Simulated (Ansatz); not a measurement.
`C[C@H](F)[Si@H](F)Cl`, relaxed with RKS PBE-D4/def2-SVP in Ansatz from a rough embedded geometry. The force threshold is 0.03 eV/Å; the program also tests the step.

The species carries charge 0 and has multiplicity 1.

Start:

```xyz
11

C     0.476   -1.260    0.715
C    -0.560   -0.214    0.197
F    -1.410   -0.897   -0.601
Si    0.039    1.215   -0.710
F     1.186    2.007    0.138
Cl   -1.443    2.564   -1.203
H     1.017   -1.656   -0.122
H    -0.022   -2.020    1.270
H     1.166   -0.718    1.345
H    -1.158    0.143    1.043
H     0.708    0.836   -2.071
```

**Question.** How much energy does the relaxation release, and in how many steps? (Estimate.)

**Answer.** Ansatz gave: 38.53 kJ/mol, in 6 steps, 1 of them rejected.

**Question.** Which bonds change most? (An estimate is asked.)

**Answer.** The calculation gave: C2–Si4 from 1.795 to 1.903 Å; Si4–H11 from 1.564 to 1.495 Å; C2–F3 from 1.351 to 1.408 Å; C1–H8 from 1.064 to 1.109 Å.

**Question.** Give the relaxed structure. (Estimate.)

**Answer.** Computed: 
```xyz
11

C     0.471   -1.202    0.705
C    -0.605   -0.244    0.223
F    -1.495   -0.911   -0.640
Si    0.081    1.223   -0.777
F     1.215    1.969    0.140
Cl   -1.431    2.572   -1.174
H     1.063   -1.603   -0.143
H     0.016   -2.058    1.243
H     1.164   -0.681    1.397
H    -1.195    0.142    1.087
H     0.716    0.793   -2.060
```
